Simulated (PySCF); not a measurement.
WH5, SMILES [WH5] (connectivity only; charge and spin as stated), neutral, multiplicity 2. Atoms are numbered in the order given.

```xyz
6

W      0.0000     0.0000    -0.0187
H     -1.4651     0.0000    -0.9221
H      0.0000     1.4926     0.7826
H      1.4651     0.0000    -0.9221
H      0.0000     0.0000     1.6606
H      0.0000    -1.4926     0.7826
```
Charge 0, spin multiplicity 2.

The structure is a stationary point at B3LYP-D3(BJ)/def2-TZVPD. The spin state was assumed, not searched. The def2 effective core potentials stand for the cores of W; spin–orbit coupling is left out.

Method: CAM-B3LYP/def2-TZVPD run with PySCF.

Mulliken values depend strongly on the basis, most of all with diffuse functions as here. ESP charges are fitted to the potential on shells at 1.4 to 2.0 van der Waals radii. Atomic charges (e):

```json
[
 {"atom": "W1", "Mulliken": "0.72", "ESP fit": "…", "Mulliken spin": "1.19"},
 {"atom": "H2", "Mulliken": "-0.20", "ESP fit": "…", "Mulliken spin": "-0.03"},
 {"atom": "H3", "Mulliken": "-0.12", "ESP fit": "…", "Mulliken spin": "-0.03"},
 {"atom": "H4", "Mulliken": "-0.20", "ESP fit": "…", "Mulliken spin": "-0.03"},
 {"atom": "H5", "Mulliken": "-0.08", "ESP fit": "…", "Mulliken spin": "-0.05"},
 {"atom": "H6", "Mulliken": "-0.12", "ESP fit": "…", "Mulliken spin": "-0.03"}
]
```

Question: Fill in the missing entries. (Estimate from the structure and the level; the computed values follow.)

Answer: 
- W1, ESP fit: 0.85
- H2, ESP fit: -0.18
- H3, ESP fit: -0.20
- H4, ESP fit: -0.18
- H5, ESP fit: -0.09
- H6, ESP fit: -0.20
